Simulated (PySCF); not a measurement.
## Computed structure and properties of [Eu(NH3)3]2+

System: [Eu(NH3)3]2+ (singlet in the valence; each metal's 4f electrons, 7 of them, lie in its core potential, out of spins and levels); start: displaced along the imaginary mode (C1). Method: PySCF 2.14.0, RKS BP86, Eu lcecp-0-SVP with ECP53, N def2-SVP, H def2-SVP; non-relativistic Hamiltonian with scalar-relativistic core potentials where named; density fitting; no spin-orbit coupling.

Input of the relaxation:

```python
mol = gto.M(atom='''
Eu    -0.00000    -0.00000     0.00000
N      2.67432     0.00015     0.00211
H      3.11482    -0.25438     0.94039
H      3.11962    -0.68427    -0.68510
H      3.11730     0.93854    -0.24443
N     -1.33729     2.31595     0.01144
H     -1.03104     3.00137     0.74549
H     -1.27329     2.86714    -0.87999
H     -2.37145     2.23039     0.17231
N     -1.33703    -2.31610    -0.01355
H     -2.03372    -2.43088     0.75235
H     -1.89640    -2.49899    -0.87314
H     -0.74585    -3.16893     0.07212''',
    basis={'Eu': 'lcecp-0-SVP', 'N': 'def2-SVP', 'H': 'def2-SVP'},
    ecp={'Eu': 'lcecp-0-SVP'},
    charge=2, spin=0)
mf = dft.RKS(mol, xc='B88,P86')
mf.grids.atom_grid = (50, 194)  # f atoms: unpruned, at least (60, 302)
mf = mf.density_fit()  # fitting sets: Eu AutoAux, N def2-universal-JKFIT, H def2-universal-JKFIT
mf.conv_tol = 1e-08; mf.max_cycle = 55
mf.kernel(dm0)  # dm0: converged density of the start geometry
# quasi-Newton relaxation in Cartesian coordinates to a largest gradient under 0.00045 Eh/bohr, steps kept in the point group
```

Run from Python with OMP_NUM_THREADS=2; the lines above give its settings. Where DIIS fails, smearing, a level shift and second-order steps follow.
It took 20 s on 2 threads of Arm Neoverse V1, on a shared host, from the converged density of the start.

Course of the relaxation:

```tsv
step	energy above end (eV)	largest force component within the symmetry (eV/Å)
0	0.0623	1.012
1	0.0004	0.050
2	0.0001	0.019
3	0.0000	0.007
```

Relaxed geometry (C1):

```xyz
13

Eu   -0.0007   -0.0004   -0.0012
N     2.6739    0.0002    0.0023
H     3.1141   -0.2464    0.9094
H     3.1184   -0.6612   -0.6627
H     3.1164    0.9082   -0.2358
N    -1.3370    2.3150    0.0113
H    -1.0378    2.9954    0.7357
H    -1.2764    2.8644   -0.8672
H    -2.3595    2.2359    0.1697
N    -1.3368   -2.3154   -0.0136
H    -2.0312   -2.4301    0.7490
H    -1.8944   -2.4994   -0.8694
H    -0.7490   -3.1661    0.0726
```

| contact | Å |
| --- | --- |
| Eu1–N2 (NH3) | 2.675 |
| Eu1–N6 (NH3) | 2.673 |
| Eu1–N10 (NH3) | 2.673 |

On the finer grid (75, 302):

- HOMO: not given (4f levels lie in the core)
- LUMO: not given (4f levels lie in the core)
- Dipole about the centre of mass: 0.00 D
- Set of Mulliken populations of Eu1 outside the core potential: s 2.20, p 6.14, d 0.42, f 0.01
- D3(BJ) dispersion energy (not in the energies): -0.347 eV

| atom | Mulliken (e) | Löwdin (e) | spin (e) |
| --- | --- | --- | --- |
| Eu1 | 1.23 | 1.10 | 0.00 |
| N2 | -0.33 | -0.08 | 0.00 |
| H3 | 0.19 | 0.13 | 0.00 |
| H4 | 0.20 | 0.13 | 0.00 |
| H5 | 0.19 | 0.13 | 0.00 |
| N6 | -0.33 | -0.08 | 0.00 |
| H7 | 0.19 | 0.13 | 0.00 |
| H8 | 0.19 | 0.13 | 0.00 |
| H9 | 0.19 | 0.13 | 0.00 |
| N10 | -0.33 | -0.08 | 0.00 |
| H11 | 0.20 | 0.13 | 0.00 |
| H12 | 0.19 | 0.13 | 0.00 |
| H13 | 0.19 | 0.13 | 0.00 |

The 4f levels lie in the core potential and are missing. Their spin isn't counted.

On the grid (50, 194), as all that follows. Harmonic modes: a minimum within the noise of the softest modes; lowest -21 cm⁻¹ (negative: unstable), highest 3405 cm⁻¹, zero-point energy 2.970 eV.

Taking off one NH3 (charge 0, singlet; the rest: singlet) in vacuum, both parts rigid, costs 2.01 eV; the small basis without counterpoise inflates it. Parting with an electron moved from the ligand to the metal can be far cheaper, even downhill.

Rigid scan of NH3 along the line from its metal:

```json
{"distance to N2 (Å)": "2.37", "energy (eV)": "0.250"}
{"distance to N2 (Å)": "2.47", "energy (eV)": "0.095"}
{"distance to N2 (Å)": "2.57", "energy (eV)": "0.020"}
{"distance to N2 (Å)": "2.67", "energy (eV)": "0.000"}
{"distance to N2 (Å)": "2.77", "energy (eV)": "0.018"}
{"distance to N2 (Å)": "2.87", "energy (eV)": "0.063"}
{"distance to N2 (Å)": "3.07", "energy (eV)": "0.195"}
```

One start shape was tried, so this needn't be the lowest isomer.

An lcecp potential fixes the number of 4f electrons, so in runs with it no electron can move into or out of that shell.
